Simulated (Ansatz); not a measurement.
System: sum formula SiBrF₂, charge 1, multiplicity 1. 
Geometry from a B3LYP-D3(BJ)/def2-TZVP (Ansatz, an electronic-structure program) optimisation:
```
Si
F 1 1.5360
F 1 1.5360 2 114.80
Br 1 2.0862 2 122.60 3 -180.00
```
Charge +1, spin multiplicity 1.

Total electronic energies in hartree. Correlated levels leave the core frozen unless marked. No spin-orbit coupling. Frozen are the shells of the preceding noble gas and the d and f shells that filled before the atom's block. Non-relativistic. FCI takes restricted orbitals. CBS(X,Y): correlation extrapolated as X^-3; Hartree-Fock from the larger set. [CCSD(T)-MP2]/basis is that difference in the basis named.

```
level                                                                 program  energy (Eh)
-------------------------------------------------------------  --------------  -----------
PBE-D4/def2-TZVPD                                              Ansatz + dftd4  -3062.54148
BLYP-D3(BJ)/def2-TZVPD                                         Ansatz + dftd3  -3063.28503
PBE0/6-31G*                                                            Ansatz  -3062.20831
PBE0/def2-QZVPP                                                        Ansatz  -3062.72111
BHLYP-D3(BJ)/def2-TZVPD                                        Ansatz + dftd3  -3063.18553
CAM-B3LYP-D4/def2-TZVPD                                        Ansatz + dftd4  -3063.34806
LC-wPBE-D4/def2-TZVPD                                          Ansatz + dftd4  -3062.69690
wB97X-V/def2-TZVPD                                                     Ansatz  -3062.90487
PBE-QIDH/def2-TZVPD                                                    Ansatz  -3062.19301
CCSD/6-31G*                                                            Ansatz  -3060.27125
CCSD/def2-TZVPPD                                                       Ansatz  -3060.94136
CCSD(T)/def2-SVP                                                       Ansatz  -3060.06762
CCSD(T)/def2-SVPD                                                      Ansatz  -3060.11119
FCI/STO-3G                                                             Ansatz  -3026.30351
RI-MP2/CBS(def2-TZVPPD,def2-QZVPPD)+[CCSD(T)-MP2]/def2-TZVPPD          Ansatz   -3061.1561
```

Totals of different functionals don't rank their quality; only differences between species are comparable.
